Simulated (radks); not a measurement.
Problem. Valence configurations of Hg II (all share [Xe]). Method: scalar-relativistic Kohn-Sham, PBE, spin-polarised, spherical densities, point nucleus; open shells are filled with parallel spins first (spin-orbit coupling, left out, can overturn this in heavy ions); computed with a radial shooting solver on a logarithmic mesh with Libxc functionals. Order these by energy: 4f14 5d10 6s1; 4f14 5d9.5 6s1.5; 4f13.5 5d9 6p2.5; 4f12 5d10 6s0.5 6p2.5; 4f14 5d10 6p1; 4f13.5 5d8 6s1 6p2.5; 4f14 5d9 6s2; 4f14 5d8 6s1 6p2; 4f14 5d8 6s0.5 6p2.5; 4f14 5d9 6s1 6p1.

Solution. From the lowest, in eV above it: 4f14 5d10 6s1 0.000; 4f14 5d9.5 6s1.5 2.313; 4f14 5d9 6s2 4.868; 4f14 5d10 6p1 7.428; 4f14 5d9 6s1 6p1 11.847; 4f14 5d8 6s1 6p2 25.638; 4f14 5d8 6s0.5 6p2.5 30.181; 4f13.5 5d9 6p2.5 72.921; 4f13.5 5d8 6s1 6p2.5 79.903; 4f12 5d10 6s0.5 6p2.5 229.80. NIST lists [Xe] 4f14 5d10 6s1 as the ground configuration; this level of theory agrees among the configurations tried. The energies are those of spherical high-spin densities, not of single terms.
